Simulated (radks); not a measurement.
Results of a calculation; reference values are marked as such.
Question: The mean radii <r> (bohr) of the occupied orbitals of an atom or ion are listed with their occupations. Level of theory: Dirac Kohn-Sham, BLYP, spin-unpolarised, spherical densities, finite nucleus; Fermi nuclear charge, rms radius of each element as measured or else 0.836 A^(1/3) + 0.57 fm (a radial shooting solver on a logarithmic mesh with Libxc functionals).

| orbital | occ. | <r> |
|---|---|---|
| 1s1/2 | 2 | 0.01966 |
| 2s1/2 | 2 | 0.08275 |
| 2p1/2 | 2 | 0.06872 |
| 2p3/2 | 4 | 0.07622 |
| 3s1/2 | 2 | 0.2163 |
| 3p1/2 | 2 | 0.2061 |
| 3p3/2 | 4 | 0.2201 |
| 3d3/2 | 4 | 0.1935 |
| 3d5/2 | 6 | 0.1978 |
| 4s1/2 | 2 | 0.4878 |
| 4p1/2 | 2 | 0.4956 |
| 4p3/2 | 4 | 0.5280 |
| 4d3/2 | 4 | 0.5534 |
| 4d5/2 | 6 | 0.5649 |
| 5s1/2 | 2 | 1.209 |
| 5p1/2 | 2 | 1.370 |
| 5p3/2 | 4 | 1.492 |
| 6s1/2 | 2 | 3.906 |
| 4f5/2 | 6 | 0.7791 |
| 4f7/2 | 8 | 0.8058 |

Name the element and its charge. Open shells, if any, fill j = l - 1/2 first.

Answer: Z = 70, ytterbium, charge 0: Yb in [Xe] 4f14 6s2. The 1s radius gives Z: for a bare nucleus <r> = (2 gamma + 1)/(2Z) with gamma = sqrt(1 - (Z/c)^2), 0.01942 bohr for Z = 70, and screening makes it slightly larger (0.01966 here). The occupations add up to 70, and the charge is Z minus that.
